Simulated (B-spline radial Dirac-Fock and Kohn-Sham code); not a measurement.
## Binding energies of P³⁺ in different valence configurations

Calculated with a radial atomic solver, using Dirac-Fock ΔSCF + Breit + QED. No correlation.

Reference: the tabulated ground configuration [Ne] 3s2, with 2p1/2 181.4 eV, 2p3/2 180.5 eV, 3s 49.80 eV.

Shifts from the reference in eV.

```csv
configuration,average energy,2p1/2,2p3/2,3s
[Ne] 3s1 3p1,+8.77,+0.98,+0.99,+2.23
```
